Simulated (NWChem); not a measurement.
# C4H7F; SMILES C/C=C(\C)F

```xyz
12

C      0.0302     2.0567     0.0000
C      0.6806     0.7141     0.0000
C      0.0723    -0.4736     0.0000
C     -1.3744    -0.8101     0.0000
F      0.8340    -1.5832     0.0000
H      0.3325     2.6438     0.8834
H     -1.0672     1.9994     0.0000
H      0.3325     2.6438    -0.8834
H      1.7754     0.6818     0.0000
H     -1.6225    -1.4164     0.8861
H     -1.6225    -1.4164    -0.8861
H     -2.0058     0.0861     0.0000
```
Atoms are numbered in this order, from 1.

Computed with NWChem. Coordinates come from a PBE0/def2-SVP optimisation. Level: PBE0/def2-SVP with SMD (1 M gas to 1 M solution), gas-phase geometry.

### Question
Predict the results for solvent toluene. Quantities: solvation free energy (kcal/mol); cavity-dispersion-structure term (kcal/mol); dipole in solution (D).

### Answer
- solvation free energy (kcal/mol) = -3.0
- cavity-dispersion-structure term (kcal/mol) = -1.3
- dipole in solution (D) = 1.90
